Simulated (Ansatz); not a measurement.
`[Li][Ag]` + `C[Si](C)(C)O` → `[Li][O][Si](C)(C)C` + `[AgH]` at 500 K and 1 bar (cleavage of the Li–Ag bond).

Isolated molecules relaxed with PBE0-D4/def2-TZVP in Ansatz; ΔE leaves out vibrations. CBS: MP2 limit from def2 TZ/QZ plus the TZ coupled-cluster correction, frozen cores. Elements past krypton have def2 core potentials. For Ag, Li outer-core shells are correlated without core-valence functions, which leaves a few kJ/mol of doubt a bond. Each species was taken in one conformer, which may not be the lowest.

```tsv
species	CCSD(T)/CBS energy (Eh)	H − E (kJ/mol)	S (J/(mol·K))
`[Li][Ag]`	-154.44244	19.1	250.5
`C[Si](C)(C)O`	-484.52812	386.5	456.2
`[Li][O][Si](C)(C)C`	-491.47794	366.7	474.7
`[AgH]`	-147.49153	25.3	219.9
```

H − E and S are ideal-gas, rigid-rotor, harmonic terms from PBE0-D4/def2-TZVP, for one conformer and one mirror image of each species. 1 Eh = 2625.50 kJ/mol, R = 8.31446 J/(mol·K).

Problem. By hand: ΔE, ΔH, ΔS and ΔG.

Solution. ΔE = (-491.47794) + (-147.49153) − (-154.44244) − (-484.52812) = 0.00109 Eh = 2.9 kJ/mol. Δ(H − E) = 366.7 + 25.3 − 19.1 − 386.5 = -13.6, so ΔH = -10.7 kJ/mol. ΔS = 474.7 + 219.9 − 250.5 − 456.2 = -12.1 J/(mol·K). ΔG = -10.7 − 500 × (-12.1)/1000 = -4.6 kJ/mol.

Problem. By hand: the equilibrium constant, and the temperature at which ΔG would vanish if ΔH and ΔS stayed fixed.

Solution. log₁₀ K = −ΔG/(RT ln 10) = 0.5. ΔG = 0 at ΔH/ΔS = 884 K, though so small a ΔS makes that figure unsure.

TΔS isn't small against ΔH here. The sign of ΔG lies within the doubt. A doubt of 5 kJ/mol in ΔE shifts log₁₀ K by 0.5 here. Other conformers and mirror images would add mixing entropy, several J/(mol·K) or more a flexible species. These are equilibria of isolated gas molecules and say nothing of rates. Largest T1 diagnostic: 0.028 (customary marks: 0.02 for closed shells, 0.045 for open ones).
